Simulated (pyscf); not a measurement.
F–N•–F + HO–SiH₃ → F–NH–F + HO–SiH₂• (hydrogen abstraction; doublet surface; H–Si broken, H–N formed). PySCF, gas phase, ωB97X-D3(BJ)/def2-SVP geometries. Rate constants from transition-state theory, ωB97M-D3(BJ)/def2-TZVP energies (ideal gas, 1 atm, RRHO with modes under 100 cm⁻¹ raised to 100, one conformer, R ln 2 for chiral ones without a mode under 150 cm⁻¹; no tunnelling), k in cm³ molecule⁻¹ s⁻¹.

| T (K) | 1000/T | log10 k |
|---|---|---|
| 298 | 3.354 | -31.12 |
| 600 | 1.667 | -22.07 |
| 900 | 1.111 | ? |
| 1200 | 0.833 | -17.10 |

Problem. Fit an Arrhenius line to the three values, give the activation energy, and predict k at 900 K.

Solution. Least squares gives log10 k = -12.63 − 5.53 × 1000/T, so Ea = 5.53 × ln 10 × 1.987 = 25.3 kcal/mol, against an electronic barrier of 23.5. At 900 K the line gives -18.77; the computed value is -18.84 (ΔG‡ = 54.3 kcal/mol), a factor 1.2 under the line, since the plot is curved. This is the saddle that the search found; another between the same sides may lie lower. The angle at the transferred H is 147°.
